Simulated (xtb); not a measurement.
SnCl3Br, SMILES [Cl][Sn]([Cl])([Cl])[Br]. All values are semi-empirical tight-binding results from xtb (GFN2-xTB unless named), good for trends rather than for accurate numbers. Coordinates come from a GFN2-xTB optimisation. The structure was generated by enumeration; whether it is a known compound was not checked.

Optimised geometry:

```xyz
5

Cl    -1.8993     1.0965     1.1258
Sn     0.0000     0.0000     0.3606
Cl     0.0000    -2.1931     1.1258
Cl     1.8993     1.0965     1.1258
Br     0.0000     0.0000    -2.1555
```

For metal compounds this method's bond lengths and energies can be far off.

The point group as xtb finds it is C3v, the orbital gap is 1.99 eV and the zero-point energy is 2.2 kcal/mol. The G − E(el) at 298.15 K (modified RRHO) is -20.7 kcal/mol.

Problem. Give the atomic charges and the Wiberg bond orders between heavy atoms. (Estimate from the structure and the level; the computed values follow.)

Solution. charges (e) Cl1 -0.12, Sn2 0.48, Cl3 -0.12, Cl4 -0.12, Br5 -0.12. Bond orders Cl1–Sn2 0.79, Sn2–Cl3 0.79, Sn2–Cl4 0.79, Sn2–Br5 0.74.
